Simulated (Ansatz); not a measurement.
Isolated molecules relaxed with PBE0-D4/def2-TZVP in Ansatz; ΔE leaves out vibrations. CCSD(T)/CBS adds triple-zeta CCSD(T) − MP2 to the extrapolated MP2 energy (def2 sets, frozen cores). Functionals use def2-TZVPP. B3LYP here is the variant with VWN-RPA as its local correlation; programs differ in this. Each species was taken in one conformer, which may not be the lowest.

Reaction (ligand exchange at the Si–C bond): `F[CH]([AlH2])[SiH3]` + `CB(C)N` → `CB(C)N[SiH3]` + `F[CH2][AlH2]`

Question: Is it downhill or uphill in electronic energy at CCSD(T)/CBS, and by how much? (Best estimate.)

Answer: Computed: Downhill: ΔE = -46.5 kJ/mol.

Question: What do these levels give: LDA (SPW92), BHLYP-D4, revPBE, B3LYP, CAM-B3LYP, RPA@PBE/def2-TZVPP, HF/def2-SVP, MP2/def2-SVP, HF/def2-TZVPP, MP2/def2-TZVPP, HF/CBS(def2), MP2/CBS(def2)? (Best estimate.)

Answer: Ansatz gave: LDA (SPW92) -33.3, BHLYP-D4 -50.5, revPBE -32.0, B3LYP -42.6, CAM-B3LYP -45.2, RPA@PBE/def2-TZVPP -47.0, HF/def2-SVP -53.1, MP2/def2-SVP -44.4, HF/def2-TZVPP -58.1, MP2/def2-TZVPP -50.0, HF/CBS(def2) -59.1, MP2/CBS(def2) -49.5 kJ/mol.

Largest T1 diagnostic among the species: 0.012.

In def2-TZVPP, CCSD(T) changes the Hartree–Fock value by +11.2 kJ/mol (the triples alone add +1.8 kJ/mol) and MP2 by +8.1 kJ/mol. From PBE to PBE0 (25 % exact exchange), in def2-TZVPP and without D4, ΔE moves by −5.9 kJ/mol. Leaving LDA and LC-ωPBE aside and taking each functional with its dispersion term where it has one, the values, not all of them listed here, spread over 16.4 kJ/mol, from BHLYP-D4 to PBE-D4.
